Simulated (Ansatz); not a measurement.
`C#[C][InH2]` + HBr → `[Br][InH2]` + acetylene at 700 K and 1 bar (ligand exchange at the In–C bond).

Program: Ansatz. Geometries: PBE0-D4/def2-TZVP. ΔE: electronic, gas phase. CBS: MP2 limit from def2 TZ/QZ plus the TZ coupled-cluster correction, frozen cores. This one scheme is used for every species. def2 core potentials past Kr. For Br, In outer-core shells are correlated without core-valence functions, which leaves a few kJ/mol of doubt a bond. Scalar relativity is left out up to krypton.

| species | CCSD(T)/CBS energy (Eh) | H − E (kJ/mol) | S (J/(mol·K)) |
| --- | --- | --- | --- |
| `C#[C][InH2]` | -267.62648 | 130.9 | 373.5 |
| HBr | -2573.91920 | 36.5 | 223.7 |
| `[Br][InH2]` | -2764.36342 | 71.6 | 341.4 |
| `C#C` | -77.22717 | 102.1 | 244.4 |

H − E and S are ideal-gas, rigid-rotor, harmonic terms from PBE0-D4/def2-TZVP. 1 Eh = 2625.50 kJ/mol, R = 8.31446 J/(mol·K).

By hand: ΔE, ΔH, ΔS and ΔG.

ΔE = (-2764.36342) + (-77.22717) − (-267.62648) − (-2573.91920) = -0.04491 Eh = -117.9 kJ/mol. Δ(H − E) = 71.6 + 102.1 − 130.9 − 36.5 = 6.3, so ΔH = -111.6 kJ/mol. ΔS = 341.4 + 244.4 − 373.5 − 223.7 = -11.4 J/(mol·K). ΔG = -111.6 − 700 × (-11.4)/1000 = -103.6 kJ/mol.

By hand: the equilibrium constant, and the temperature at which ΔG would vanish if ΔH and ΔS stayed fixed.

log₁₀ K = −ΔG/(RT ln 10) = 7.7. ΔG = 0 at ΔH/ΔS = 9789 K, far beyond where these terms or the molecules hold.

The number of gas molecules stays the same, so ΔS is small and ΔH decides. A doubt of 5 kJ/mol in ΔE shifts log₁₀ K by 0.4 here. These are equilibria of isolated gas molecules and say nothing of rates. Largest T1 diagnostic: 0.015 (customary marks: 0.02 for closed shells, 0.045 for open ones).
